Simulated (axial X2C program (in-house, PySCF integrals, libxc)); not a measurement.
Spin–orbit effects down a group: molecules with Ca (ions), CCSD(T)

Computed with an axial X2C code built on PySCF integrals, spin-free (one-electron X2C) or two-component (2c: spin–orbit coupling with atomic mean-field Coulomb and Gaunt terms, which also bring small scalar terms), in Dyall basis sets with cores contracted in-house; open shells are unrestricted.

Basis sets: Ca dyall-cv3z, H dyall-v3z, Li dyall-cv3z, Na dyall-cv3z. Frozen shells (counts by l): CaH⁺ Ca 2s1p, H none, 10 electrons correlated; LiCa⁺ Ca 2s1p, Li 1s, 10 electrons correlated; NaCa⁺ Ca 3s2p, Na 2s1p, 2 electrons correlated. Coupled cluster in natural virtuals with an MP2 remainder. Where the outer core of a metal is frozen, bonds come out longer and ionisation energies lower. Frozen cores can differ along the series, which adds to the trend.

```tsv
molecule	spin-free state	Re (Å)	ωe (cm⁻¹)	De (eV)	2c state	Re 2c (Å)	ωe 2c (cm⁻¹)	De 2c (eV)
CaH⁺	M_S = 0, Λ = 0	1.904	1496.8	2.15	Ω = 0	1.904	1496.8	2.15
LiCa⁺	M_S = 0, Λ = 0	3.292	240.4	1.19	Ω = 0	3.292	240.5	1.19
NaCa⁺	M_S = 0, Λ = 0	3.653	130.6	0.88	Ω = 0	3.653	130.6	0.88
```

(1) Work out the shifts from the spin-free to the two-component result.

Fragments in 2c: Ca+ + H, Ca + Li+, Ca + Na+. Each entry is the lowest single determinant of a limited PBE0 search at one distance. De goes to single-determinant-based atoms at the same level (for ions the charge split of lowest energy) and is withheld (n/a) where an atom does not fit its ground term or J level. Main or longest-lived isotopes.

## Answers

(1) 

```tsv
molecule	2c state	ΔRe (Å)	Δωe (cm⁻¹)	ΔDe (eV)
CaH⁺	Ω = 0	0.000	0.0	0.00
LiCa⁺	Ω = 0	0.000	noise	0.00
NaCa⁺	Ω = 0	0.000	0.0	0.00
```

Shifts of one unit in the last digit are rounding. Where the truncated virtual spaces of the two runs make Δωe unreliable it is marked noise.
